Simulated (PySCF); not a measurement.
Planning a spin–spin coupling job on `c1ccc2[nH]ncc2c1`.

Method: B3LYP/pcJ-1 indirect spin-spin coupling, non-relativistic, gas phase (PySCF 2.14.0, density-fitted response routines). Geometry: GFN2-xTB. Work: spin–spin couplings from 6 perturbed nuclei, spin–dipole term left out, density fitting. The input is one job of a driver script: a line of settings, then coordinates in Å.

Command:
```bash
OMP_NUM_THREADS=1 python probes_run.py task.json out
```

Input:
```
{"job": {"kind": "j", "xc": "B3LYP", "basis": "pcJ-1"}, "charge": 0, "multiplicity": 1}
C     -1.898616     0.548662     0.034459
C     -1.779365    -0.848394     0.005477
C     -0.553204    -1.470558    -0.022314
C      0.571672    -0.650375    -0.020901
N      1.901417    -0.923453    -0.043353
N      2.640624     0.194938    -0.032913
C      1.814541     1.208064    -0.003583
C      0.466295     0.762758     0.006493
C     -0.793590     1.364956     0.035134
H     -2.886866     0.983832     0.056702
H     -2.677830    -1.447651     0.005122
H     -0.462381    -2.545991    -0.044400
H      2.354273    -1.821935    -0.064375
H      2.186390     2.213001     0.008959
H     -0.887773     2.440134     0.057581
```

Hardware: an x86-64 server with one thread, on a shared host.

How large is the basis?

303 functions for 62 electrons, with 1053 fitting functions; the fitted three-index integrals, 1053 × 303 × 304/2 numbers of 8 bytes, come to 370 MiB.

What wall time should be expected on this hardware?

About 38 s. The SCF took 14 cycles.

At this speed, how long would 5000 such jobs take on 8 cores, one job a core?

5000/8 gives 625 rounds of 38 s, about 6.6 h of wall time and 53 core-hours, if the jobs don't slow each other.

The SCF part of the output:
```
coarse grid: 13448 points
cycle   1  E = -379.7306783544  dE =  1.846e+00  |g| = 4.629e-01  |ddm| = 4.023e+00
cycle   2  E = -379.6888503822  dE =  4.183e-02  |g| = 6.177e-01  |ddm| = 1.067e+00
cycle   3  E = -379.7790541198  dE = -9.020e-02  |g| = 1.689e-01  |ddm| = 6.360e-01
cycle   4  E = -379.7850759441  dE = -6.022e-03  |g| = 6.448e-02  |ddm| = 2.103e-01
cycle   5  E = -379.7859525255  dE = -8.766e-04  |g| = 2.063e-02  |ddm| = 6.214e-02
cycle   6  E = -379.7860339469  dE = -8.142e-05  |g| = 6.190e-03  |ddm| = 2.045e-02
cycle   7  E = -379.7860416595  dE = -7.713e-06  |g| = 1.979e-03  |ddm| = 8.070e-03
final grid: 132672 points
cycle   8  E = -379.8562410669  dE = -1.345e-04  |g| = 6.776e-03  |ddm| = 3.121e-02
cycle   9  E = -379.8562320126  dE =  9.054e-06  |g| = 8.914e-03  |ddm| = 1.450e-02
cycle  10  E = -379.8562511860  dE = -1.917e-05  |g| = 1.927e-03  |ddm| = 9.136e-03
cycle  11  E = -379.8562520043  dE = -8.183e-07  |g| = 7.749e-04  |ddm| = 2.274e-03
cycle  12  E = -379.8562521412  dE = -1.369e-07  |g| = 2.810e-04  |ddm| = 8.321e-04
cycle  13  E = -379.8562521595  dE = -1.824e-08  |g| = 5.785e-05  |ddm| = 2.944e-04
cycle  14  E = -379.8562521601  dE = -6.706e-10  |g| = 1.760e-05  |ddm| = 5.457e-05
converged SCF energy = -379.8562521601
```

On the final grid dE counts from the start density on that grid.

Other jobs ran on the host; a repeat could differ by tens of per cent or more.
